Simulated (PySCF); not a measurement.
# What a mistake does to a calculation on GeH7Si2 cation

These are calculations, not measurements. The program is PySCF 2.14.0, an open-source quantum chemistry code, run on an isolated molecule that a program drew, which may never have been made. The molecule is GeH7Si2 cation (charge +1, singlet), drawn as the SMILES string `[SiH3][SiH2][GeH2+]`.

Each row is a Hartree-Fock (HF) and frozen-core CCSD(T) single point in the cc-pV(D+d)Z basis, meant for a local HF minimum. Run 1 is clean. Each other run has one planted mistake out of seven kinds, and not every kind appears here: one electron removed, one electron added, multiplicity raised by two, geometry at a saddle point, minimal basis STO-3G, one bond length entered in bohr, all coordinates scaled. The reference is restricted for singlets and unrestricted otherwise, and also for a bond in bohr. Adding or removing an electron swaps singlet and doublet. Electrons count all cores. HOMO and LUMO are orbital energies over both spins, the gradient is its largest component, and the lowest frequency (negative if imaginary) is given only where the gradient is small. Bond lengths are over the 9 bonds as drawn. T1 is the CCSD diagnostic: over 0.02 (restricted) or 0.045 (unrestricted) a single reference is doubtful. Germanium has the cc-pVDZ-PP basis, with a core potential (ECP10MDF) in place of its 10 inner electrons, and its 3s, 3p and 3d shells are frozen in CCSD(T).

Geometry of the clean run:
```xyz
10
GeH7Si2 cation, angstrom
Si   -0.5507    1.8504   -1.2987
Si   -0.6555   -0.0104    0.2049
Ge    1.2058   -1.5112   -0.3061
H    -1.6905    2.7104   -0.9407
H    -0.6549    1.3022   -2.6633
H     0.7513    2.5053   -1.0763
H    -0.3909    0.2896    1.6242
H    -1.8034   -0.9192    0.0298
H     2.5923   -1.4124    0.3168
H     1.1460   -2.6504   -1.3154
```

| run | electrons | basis functions | <S^2> | HOMO (eV) | LUMO (eV) | gradient (hartree/bohr) | lowest frequency (cm^-1) | mean bond (Å) | longest bond (Å) | T1 | HF (hartree) | CCSD(T) (hartree) | mistake |
|---|---|---|---|---|---|---|---|---|---|---|---|---|---|
| 1 | 66 | 104 | 0.000 | -15.48 | -5.61 | 2.3e-06 | 65 | 1.6951 | 2.445 | 0.0156 | -875.04388 | -875.39542 | no fault |
| 2 | 66 | 104 | 0.000 | -15.86 | -5.70 | 3.8e-02 | - | 1.6002 | 2.308 | 0.0157 | -875.01617 | -875.36619 | all coordinates scaled |
| 3 | 67 | 104 | 0.767 | -7.26 | 1.57 | 2.4e-02 | - | 1.6951 | 2.445 | 0.0135 | -875.27969 | -875.64521 | ? |
| 4 | 66 | 104 | 2.036 | -13.11 | -8.07 | 4.3e-02 | - | 1.6951 | 2.445 | 0.0191 | -874.94330 | -875.28850 | ? |

**Which mistake was planted in run 3, and what did it cost?**

It counts 67 electrons, one more than the clean run, at the same geometry and basis. So the mistake is: one electron added. Subtracting run 1 and multiplying by 627.51 kcal/mol a hartree, the energy moved by -148.0 kcal/mol in HF and -156.7 kcal/mol in CCSD(T).

**Which mistake was planted in run 4, and what did it cost?**

Electrons, basis and geometry are unchanged, and <S^2> is 2.036, beside S(S+1) = 2.00 for a multiplicity of 3. So the mistake is: multiplicity raised by two. Subtracting run 1 and multiplying by 627.51 kcal/mol a hartree, the energy moved by 63.1 kcal/mol in HF and 67.1 kcal/mol in CCSD(T).

